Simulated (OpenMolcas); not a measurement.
## Multiplet structure of Sc+

| Quantity | Value |
| --- | --- |
| Program | OpenMolcas |
| Method | CASSCF |
| Basis | ANO-RCC-VQZP [7s6p4d3f2g1h] |
| Scalar Hamiltonian | DKH2, point nucleus |
| Active space | 2 electrons in 6 orbitals (3d 4s) |
| State averaging | 2S+1 = 3 even, 15 roots; 2S+1 = 1 even, 21 roots kept (CI in the orbitals of an earlier block) |
| Spin-orbit coupling | RASSI with atomic mean-field integrals over the reference wave functions, term energies averaged over their components |

With spin-orbit coupling, above the lowest level:

```csv
Configuration,Term,J,E (cm⁻¹),Measured (cm⁻¹),Term weight %,Second
3d 4s,³D,1,0.0,0.0,100,
3d 4s,³D,2,62.8,67.7,100,
3d 4s,³D,3,160,178,100,
3d 4s,¹D,2,4248,2541,100,
3d²,³F,2,5458,4803,100,
3d²,³F,3,5554,4884,100,
3d²,³F,4,5682,4988,100,
3d²,³P,0,15406,12074,100,
3d²,³P,2,15436,,61,39 ¹D
3d²,³P,1,15440,12102,100,
3d²,¹D,2,15610,,61,39 ³P
3d²,¹G,4,18282,14261,100,
4s²,¹S,0,18671,11736,100,
3d²,¹S,0,39338,25955,100,
```

Against the 11 measured excited levels shown (NIST Handbook of Basic Atomic Spectroscopic Data) the mean absolute deviation is 3200 cm-1; the largest miss in energy is 3d² ¹S₀: computed 39338, measured 25955 cm⁻¹ (+51.6 %), and the largest in proportion 3d 4s ¹D₂ (+67.2 %). Levels of one J stand in another order than measured, so their pairing by name is doubtful.

Spin-orbit coupling puts the lowest level 96.2 cm⁻¹ below the lowest spin-free term.

For ³D the intervals divided by the larger J are 31.4, 32.5 cm-1. Landé's interval rule makes them equal in pure LS coupling; they differ by 3 % of their mean. The multiplet is regular.

Without dynamic correlation excited terms often stand tens of per cent too high (terms of higher spin than the ground term too low), and those without a measured partner can miss by more than the paired ones. Terms from blocks run as CI alone lack orbitals of their own. A single d shell beside an s shell can misplace configurations of different d count against each other. Computed and measured levels are paired by configuration, term and J; levels that our copy of the source lacks, or whose pairing is in doubt (as where it misses far off the trend of its configuration), stay unpaired and out of the deviations. Levels of configurations outside the active space are missing.

The RASSCF and RASSI steps took 12 s on 1 thread of Arm Neoverse V2, with other jobs on the host; the integral step is not counted.

The term weight is that of the spin-free term in the level, not the purity of its configuration.
